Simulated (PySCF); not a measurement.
**Working out the excitation energy of Te**

Te [Kr] 4d10 5s2 5p4 (3P) → Te [Kr] 4d10 5s2 5p3 5d1 (5D). Calculation: PySCF 2.14, in aug-cc-pVDZ-PP with ECP28MDF (5s4p3d, 32 functions); scalar relativity through the core potential. Frozen: 4s2 4p6 4d10. Energies in hartree (1 hartree = 27.21139 eV):

| part | Te (lower) | Te (upper) |
| --- | --- | --- |
| UHF | -266.998483 | -266.741861 |
| CCSD correlation | -0.077902 | -0.059664 |
| (T) | -0.001291 | -0.000697 |

What does Hartree-Fock give?

(-266.741861) − (-266.998483) = 0.256622 hartree = 6.983 eV.

What do CCSD and CCSD(T) give?

The CCSD correlation energies differ by 0.018238 hartree = 0.496 eV and the triples by 0.000594 hartree = 0.016 eV, so CCSD gives 7.479 eV and CCSD(T) 7.495 eV.

Measured between the centres of the two terms (NIST): 6.655 eV, so CCSD(T) (valence) is off by 0.840 eV.

A double-zeta basis recovers only part of the correlation energy.

What remains against the reference includes basis incompleteness, the frozen core and higher excitations.
